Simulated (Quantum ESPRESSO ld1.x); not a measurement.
The iron ion Fe8+, configuration [Ar]. All-electron calculation, Dirac Kohn-Sham, LDA (Slater exchange, Perdew-Zunger correlation), spin-unpolarised, spherical densities, point nucleus. Program: ld1.x of Quantum ESPRESSO 7.5.

Unscreened Slater integrals over Kohn-Sham orbitals (cm^-1). Large and small components are both included. Empty in this configuration: 3d3/2, 3d5/2, 4s1/2.

\begin{tabular}{lr}
integral & value \\ \hline
F0(4s1/2,4s1/2) & 120730 \\
F0(4s1/2,3d5/2) & 150300 \\
G2(4s1/2,3d5/2) & 15826 \\
F0(4s1/2,3d3/2) & 150360 \\
G2(4s1/2,3d3/2) & 15790 \\
F0(4s1/2,3p3/2) & 149910 \\
G1(4s1/2,3p3/2) & 14696 \\
F0(4s1/2,3p1/2) & 150120 \\
G1(4s1/2,3p1/2) & 14678 \\
F0(3d5/2,3d5/2) & 265900 \\
F2(3d5/2,3d5/2) & 132500 \\
F4(3d5/2,3d5/2) & 84545 \\
F0(3d5/2,3d3/2) & 266200 \\
F2(3d5/2,3d3/2) & 132610 \\
G2(3d5/2,3d3/2) & 132460 \\
G4(3d5/2,3d3/2) & 84516 \\
F0(3d5/2,3p3/2) & 261090 \\
F2(3d5/2,3p3/2) & 128160 \\
G1(3d5/2,3p3/2) & 151700 \\
G3(3d5/2,3p3/2) & 96327 \\
F0(3d5/2,3p1/2) & 262230 \\
G3(3d5/2,3p1/2) & 97005 \\
F0(3d3/2,3d3/2) & 266500 \\
F2(3d3/2,3d3/2) & 132720 \\
F0(3d3/2,3p3/2) & 261360 \\
F2(3d3/2,3p3/2) & 128200 \\
G1(3d3/2,3p3/2) & 151610 \\
G3(3d3/2,3p3/2) & 96271 \\
F0(3d3/2,3p1/2) & 262510 \\
G1(3d3/2,3p1/2) & 153080 \\
F0(3p3/2,3p3/2) & 259480 \\
F2(3p3/2,3p3/2) & 131370 \\
F0(3p3/2,3p1/2) & 260540 \\
G2(3p3/2,3p1/2) & 131770 \\
F0(3p1/2,3p1/2) & 261630 \\
\end{tabular}
